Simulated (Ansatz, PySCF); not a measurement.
The pair A = HCl (SMILES Cl) (first 2 atoms), B = C2H6O (SMILES COC); geometry from B3LYP-D3(BJ)/def2-TZVP.
(charge 0, multiplicity 1):
```xyz
11

Cl    -0.42479     0.48823     0.35487
H     -1.11215     0.83490    -0.67176
C     -0.19621    -1.21289     3.47894
O      0.75296    -0.23132     3.12501
C      0.50806     1.00727     3.75393
H     -1.21045    -0.91038     3.18885
H     -0.18419    -1.40812     4.55937
H      0.06659    -2.12634     2.94790
H     -0.47478     1.40868     3.47599
H      1.28020     1.69933     3.42182
H      0.55271     0.91525     4.84715
```

Cores are frozen in the correlated methods. CBS(a, b) extrapolates the correlation energy as X⁻³ and adds the Hartree–Fock energy of set b. MP2 and its Hartree–Fock in aug-cc-pV(T+d)Z are density fitted.

The values were computed with Ansatz (a quantum-chemistry and plane-wave program) with Gaussian orbitals; PySCF for the dispersion terms. Each number belongs to the level named beside it.

The monomers are drawn apart, rigid, along the line of their centres of mass. Counterpoise-corrected interaction energies (kcal/mol):

```json
[
 {"level": "PBE-D3(BJ)/def2-TZVPPD", "R = 4.534 Å": "-0.5548", "R = 5.772 Å": "-0.0971"},
 {"level": "wB97M-V/def2-TZVPPD", "R = 4.534 Å": "-0.4608", "R = 5.772 Å": "-0.0852"},
 {"level": "MP2/CBS(aug-cc-pV(D+d)Z, aug-cc-pV(T+d)Z) + ΔCCSD(T)/aug-cc-pV(D+d)Z", "R = 4.534 Å": "-0.4668", "R = 5.772 Å": "-0.0850"}
]
```

Q: R is the distance of the centres of mass. Find the local exponent m of E ∝ R⁻ᵐ between the two points.

A: 
m = ln(E₁/E₂)/ln(R₂/R₁): PBE-D3(BJ)/def2-TZVPPD 7.2; wB97M-V/def2-TZVPPD 7.0; MP2/CBS(aug-cc-pV(D+d)Z, aug-cc-pV(T+d)Z) + ΔCCSD(T)/aug-cc-pV(D+d)Z 7.1. For scale, two fixed dipoles give m = 3, dipole and quadrupole 4, quadrupoles 5, and dispersion or dipole-induced dipole 6 at long range; at these distances several terms mix, and what is left of overlap and damping shifts m, so it need not match one of them.
